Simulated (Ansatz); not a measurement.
`C#[C][Al]([F])[Cl]` + HCl → `C#[C][Al]([Cl])[Cl]` + H–F at 600 K and 1 bar (ligand exchange at the Al–F bond).

Isolated molecules relaxed with PBE0-D4/def2-TZVP in Ansatz; ΔE leaves out vibrations. CBS: MP2 limit from def2 TZ/QZ plus the TZ coupled-cluster correction, frozen cores. This one scheme is used for every species.

```
              species  CCSD(T)/CBS energy (Eh)  H − E (kJ/mol)  S (J/(mol·K))
 `C#[C][Al]([F])[Cl]`               -878.39595           109.9          406.5
                  HCl               -460.38127            35.4          207.2
`C#[C][Al]([Cl])[Cl]`              -1238.37391           108.8          414.4
                  H–F               -100.39570            42.3          194.0
```

H − E and S are ideal-gas, rigid-rotor, harmonic terms from PBE0-D4/def2-TZVP. 1 Eh = 2625.50 kJ/mol, R = 8.31446 J/(mol·K).

Question: By hand: ΔE, ΔH, ΔS and ΔG.

Answer: ΔE = (-1238.37391) + (-100.39570) − (-878.39595) − (-460.38127) = 0.00761 Eh = 20.0 kJ/mol. Δ(H − E) = 108.8 + 42.3 − 109.9 − 35.4 = 5.8, so ΔH = 25.8 kJ/mol. ΔS = 414.4 + 194.0 − 406.5 − 207.2 = -5.3 J/(mol·K). ΔG = 25.8 − 600 × (-5.3)/1000 = 29.0 kJ/mol.

Question: By hand: the equilibrium constant, and the temperature at which ΔG would vanish if ΔH and ΔS stayed fixed.

Answer: log₁₀ K = −ΔG/(RT ln 10) = -2.5. ΔH and −TΔS have one sign here, so there is no such temperature.

The number of gas molecules stays the same, so ΔS is small and ΔH decides. A doubt of 5 kJ/mol in ΔE shifts log₁₀ K by 0.4 here. These are equilibria of isolated gas molecules and say nothing of rates. Largest T1 diagnostic: 0.012 (customary marks: 0.02 for closed shells, 0.045 for open ones).

ΔS is within the doubt of such terms, so its sign, and with it that verdict, could turn.
